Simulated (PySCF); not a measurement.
## Computed spin Hamiltonian

Compound: C7H6N (doublet state).
Geometry (GFN2-xTB, Å), atoms numbered from 1 in this order:
```xyz
14
C7H6N angstrom
C      3.852   -0.694   -0.728
C      2.665   -0.565   -0.560
C      1.332   -0.401   -0.371
C      0.130   -0.349   -0.224
C     -1.264   -0.034   -0.012
C     -1.833   -0.728    1.231
C     -1.385    1.447    0.103
N     -0.789    2.490   -0.047
H      4.882   -0.813   -0.875
H     -1.851   -0.326   -0.893
H     -2.875   -0.451    1.366
H     -1.273   -0.432    2.116
H     -1.762   -1.808    1.120
H      0.171    2.662   -0.352
```

The hyperfine couplings belong to this conformer and change with its torsions.

Identity: `[H]/N=[C]\[C@H](C)C#CC#C` [radical].

The calculation used PySCF, UKS B3LYP, pcH-1 on C H N, non-relativistic, mean-field spin-orbit, GIAO. Isolated species at its GFN2-xTB geometry (one conformer only). Couplings are sensitive to structure, and on GFN2-xTB geometries they can be far from those on DFT ones. The SCF solution wasn't tested for stability.

| Property | Result |
| --- | --- |
| g1, g2, g3 | 1.99955, 2.00208, 2.00310 |
| g_iso | 2.00158 |
| Form of g | rhombic: the two nearest values differ by 29 % of g3 − g1 |
| ⟨S²⟩ | 0.7548 (exact 0.7500) |
| α and β electrons | 28, 27 |
| HOMO–LUMO gap, α and β orbitals | 4.20, 5.12 eV |
| Total energy | -324.91952 Eh |

Isotropic coupling and dipolar principal values T1 to T3, in 10⁻⁴ cm⁻¹; ρ(0) is the spin density at the nucleus (1 × 10⁻⁴ cm⁻¹ = 2.998 MHz):

```json
{"atom": "C1", "isotope": "13C", "a_iso": "1.4", "T1": "-1.3", "T2": "-1.0", "T3": "2.2", "Mulliken spin population": "0.05", "ρ(0) (bohr⁻³)": "0.0036"}
{"atom": "C2", "isotope": "13C", "a_iso": "-2.1", "T1": "-0.8", "T2": "0.0", "T3": "0.8", "Mulliken spin population": "-0.02", "ρ(0) (bohr⁻³)": "-0.0057"}
{"atom": "C3", "isotope": "13C", "a_iso": "4.3", "T1": "-1.7", "T2": "-1.5", "T3": "3.3", "Mulliken spin population": "0.07", "ρ(0) (bohr⁻³)": "0.0115"}
{"atom": "C4", "isotope": "13C", "a_iso": "13.3", "T1": "-2.2", "T2": "-0.6", "T3": "2.8", "Mulliken spin population": "-0.01", "ρ(0) (bohr⁻³)": "0.0356"}
{"atom": "C5", "isotope": "13C", "a_iso": "36.7", "T1": "-2.7", "T2": "-2.6", "T3": "5.3", "Mulliken spin population": "0.01", "ρ(0) (bohr⁻³)": "0.0980"}
{"atom": "C6", "isotope": "13C", "a_iso": "4.7", "T1": "-0.4", "T2": "-0.3", "T3": "0.7", "Mulliken spin population": "0.00", "ρ(0) (bohr⁻³)": "0.0125"}
{"atom": "C7", "isotope": "13C", "a_iso": "137.5", "T1": "-17.5", "T2": "-15.1", "T3": "32.6", "Mulliken spin population": "0.66", "ρ(0) (bohr⁻³)": "0.3667"}
{"atom": "N8", "isotope": "14N", "a_iso": "41.3", "T1": "-3.2", "T2": "-1.8", "T3": "5.1", "Mulliken spin population": "0.13", "ρ(0) (bohr⁻³)": "0.3828"}
{"atom": "H9", "isotope": "1H", "a_iso": "-1.2", "T1": "-0.6", "T2": "-0.1", "T3": "0.7", "Mulliken spin population": "0.00", "ρ(0) (bohr⁻³)": "-0.0008"}
{"atom": "H10", "isotope": "1H", "a_iso": "-1.2", "T1": "-2.4", "T2": "-1.6", "T3": "4.0", "Mulliken spin population": "0.00", "ρ(0) (bohr⁻³)": "-0.0008"}
{"atom": "H11", "isotope": "1H", "a_iso": "-0.2", "T1": "-1.4", "T2": "-0.9", "T3": "2.3", "Mulliken spin population": "0.01", "ρ(0) (bohr⁻³)": "-0.0002"}
{"atom": "H12", "isotope": "1H", "a_iso": "-0.2", "T1": "-1.0", "T2": "-0.8", "T3": "1.8", "Mulliken spin population": "0.00", "ρ(0) (bohr⁻³)": "-0.0001"}
{"atom": "H13", "isotope": "1H", "a_iso": "-0.6", "T1": "-0.7", "T2": "-0.4", "T3": "1.1", "Mulliken spin population": "0.00", "ρ(0) (bohr⁻³)": "-0.0004"}
{"atom": "H14", "isotope": "1H", "a_iso": "73.1", "T1": "-2.9", "T2": "-1.2", "T3": "4.1", "Mulliken spin population": "0.11", "ρ(0) (bohr⁻³)": "0.0490"}
```

The largest Mulliken spin populations are on C7 (+0.66), N8 (+0.13), H14 (+0.11) and C3 (+0.07). C7 is the only atom above +0.15.

Axes: g1 points within 1° of the C7–N8 bond.

Under fast tumbling the dipolar parts average out, and these isotropic splittings remain: 1 × 1H (H14, I = 1/2, 2 lines) with 7.83 mT, 1 × 14N (N8, I = 1, 3 lines) with 4.41 mT, 1 × 1H (H9, I = 1/2, 2 lines) with 0.13 mT, 1 × 1H (H10, I = 1/2, 2 lines) with 0.13 mT and 3 × 1H (H11/H12/H13, I = 1/2, 4 lines) with 0.04 mT.

Nuclei that the bonding pattern makes equivalent are averaged, as if the motion that swaps them (rotation, inversion, ring flip) were fast.

The 13C coupling of C7 (412.3 MHz) shows only in satellite lines or after enrichment, since that isotope makes up about 1.07 % of natural carbon.

Examples of negative spin density at the nucleus (bohr⁻³): C2 (-0.0057).
